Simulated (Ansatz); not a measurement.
(4-phenylthiophenyl)diphenylsulfonium, `c1ccc(Sc2ccc([S+](c3ccccc3)c3ccccc3)cc2)cc1`. The state is a singlet with charge 1. Geometry PBE-D4/def2-SVP; atoms count from 1.

```xyz
45

C    -4.168   -1.966    4.261
C    -4.597   -1.995    2.923
C    -3.809   -2.618    1.944
C    -2.583   -3.205    2.313
S    -1.603   -4.057    1.079
C    -0.589   -2.777    0.422
C    -0.605   -1.436    0.879
C     0.234   -0.481    0.301
C     1.100   -0.866   -0.739
S     2.194    0.282   -1.552
C     2.474    1.584   -0.339
C     3.525    1.357    0.566
C     3.788    2.327    1.542
C     3.019    3.502    1.595
C     1.982    3.714    0.672
C     1.697    2.753   -0.310
C     1.212    1.077   -2.838
C    -0.189    0.998   -2.855
C    -0.877    1.635   -3.899
C    -0.172    2.328   -4.896
C     1.231    2.385   -4.866
C     1.940    1.750   -3.836
C     1.147   -2.199   -1.197
C     0.301   -3.144   -0.621
C    -2.151   -3.187    3.653
C    -2.949   -2.562    4.625
H    -4.793   -1.484    5.028
H    -5.558   -1.537    2.641
H    -4.141   -2.659    0.895
H    -1.280   -1.146    1.696
H     0.222    0.554    0.671
H     4.129    0.438    0.511
H     4.608    2.167    2.260
H     3.236    4.263    2.358
H     1.387    4.639    0.710
H     0.893    2.918   -1.043
H    -0.732    0.442   -2.076
H    -1.976    1.583   -3.932
H    -0.722    2.820   -5.712
H     1.782    2.919   -5.655
H     3.040    1.781   -3.810
H     1.839   -2.495   -2.000
H     0.331   -4.186   -0.973
H    -1.199   -3.666    3.928
H    -2.619   -2.549    5.676
```

Single mean-field runs in def2-TZVP are fitted with def2-universal-jkfit.

Estimate the Mulliken populations of the heavy atoms from the PBE0/def2-TZVP orbitals of Ansatz.


| atom | charge (e) |
| --- | --- |
| C1 | -0.10 |
| C2 | -0.12 |
| C3 | -0.16 |
| C4 | 0.09 |
| S5 | -0.01 |
| C6 | 0.14 |
| C7 | -0.16 |
| C8 | -0.21 |
| C9 | 0.09 |
| S10 | 0.21 |
| C11 | 0.10 |
| C12 | -0.17 |
| C13 | -0.12 |
| C14 | -0.09 |
| C15 | -0.12 |
| C16 | -0.17 |
| C17 | 0.08 |
| C18 | -0.14 |
| C19 | -0.13 |
| C20 | -0.09 |
| C21 | -0.12 |
| C22 | -0.16 |
| C23 | -0.16 |
| C24 | -0.20 |
| C25 | -0.16 |
| C26 | -0.12 |
Mulliken values depend strongly on the basis.

And the Mayer bond orders between heavy atoms (over 0.3)?

C1–C2 1.41 (1.41 Å); C1–C26 1.41 (1.40 Å); C2–C3 1.42 (1.40 Å); C3–C4 1.37 (1.41 Å); C4–S5 0.94 (1.79 Å); C4–C25 1.37 (1.41 Å); S5–C6 1.18 (1.76 Å); C6–C7 1.30 (1.42 Å); C6–C24 1.30 (1.42 Å); C7–C8 1.45 (1.40 Å); C8–C9 1.29 (1.41 Å); C9–S10 0.96 (1.78 Å); C9–C23 1.31 (1.41 Å); S10–C11 0.93 (1.80 Å); S10–C17 0.92 (1.80 Å); C11–C12 1.35 (1.41 Å); C11–C16 1.34 (1.40 Å); C12–C13 1.45 (1.40 Å); C13–C14 1.41 (1.41 Å); C14–C15 1.41 (1.40 Å); C15–C16 1.43 (1.40 Å); C17–C18 1.35 (1.40 Å); C17–C22 1.35 (1.41 Å); C18–C19 1.42 (1.40 Å); C19–C20 1.41 (1.40 Å); C20–C21 1.41 (1.40 Å); C21–C22 1.44 (1.40 Å); C23–C24 1.50 (1.39 Å); C25–C26 1.42 (1.40 Å).
